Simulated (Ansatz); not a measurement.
Geometry optimisation, RKS revPBE/def2-SVP in Ansatz 0.2.0.

The input (input.yaml):

```yaml
crystal:
  periodic: [false, false, false]
  atoms:
    - { symbol: "N", position_ang: [0.397, 1.5596, -0.7881] }
    - { symbol: B, position_ang: [0.6727, 0.1153, -0.7693] }
    - { symbol: O, position_ang: [-0.4297, -0.8734, -0.745] }
    - { symbol: Al, position_ang: [-0.5403, -1.2898, 1.0408] }
    - { symbol: H, position_ang: [0.9258, 1.98434, -1.65689] }
    - { symbol: H, position_ang: [0.88157, 2.04276, 0.03933] }
    - { symbol: H, position_ang: [1.8264, -0.2316, -0.8731] }
    - { symbol: H, position_ang: [0.2705, -2.4744, 1.6821] }
    - { symbol: H, position_ang: [-1.6251, -0.4427, 1.9883] }
basis:
  gaussian: { orbitals: def2-SVP }
hamiltonian:
  xc: revpbe
relax:
  f_tol: 0.015
  max_steps: 40
```

Run as:

```bash
$ ansatz run input.yaml --threads 1 --pin off --max-ram 2048MiB --backend cpu --events-out ev --progress --plain --runs-dir out
```

Problem. Where does it end, and by what steps?

Solution. The forces met the threshold. The force dipped under the threshold on the way, but the program's further checks kept it going. After 31 steps the energy has fallen by 1.964 eV; H7 moved furthest, 1.47 Å.

| step | energy less start (eV) | largest force component (eV/Å) | accepted |
| --- | --- | --- | --- |
| 0 | 0.0000 | 2.520 | yes |
| 2 | -0.7092 | 0.908 | yes |
| 4 | -1.1490 | 1.623 | yes |
| 6 | -1.7736 | 1.294 | yes |
| 8 | -1.8859 | 0.494 | no |
| 10 | -1.9267 | 0.053 | yes |
| 12 | -1.9297 | 0.014 | yes |
| 14 | -1.9305 | 0.147 | no |
| 16 | -1.9337 | 0.035 | yes |
| 18 | -1.9349 | 0.115 | yes |
| 20 | -1.9447 | 0.115 | yes |
| 22 | -1.9560 | 0.192 | yes |
| 24 | -1.9629 | 0.066 | yes |
| 26 | -1.9633 | 0.024 | yes |
| 28 | -1.9636 | 0.056 | no |
| 30 | -1.9642 | 0.020 | yes |
| 31 | -1.9642 | 0.012 | yes |

```xyz
9
Properties=species:S:1:pos:R:3
N 0.940 1.616 -0.902
B 0.630 0.234 -0.928
O 0.102 -0.403 0.170
Al -0.563 -1.383 1.409
H 1.334 2.101 -1.706
H 0.795 2.210 -0.085
H 0.847 -0.392 -1.959
H 0.447 -2.110 2.410
H -2.153 -1.482 1.510
```

Time of the run: 71 s on 1 thread of Arm Neoverse V2 (shared host), peak memory 0.14 GiB.
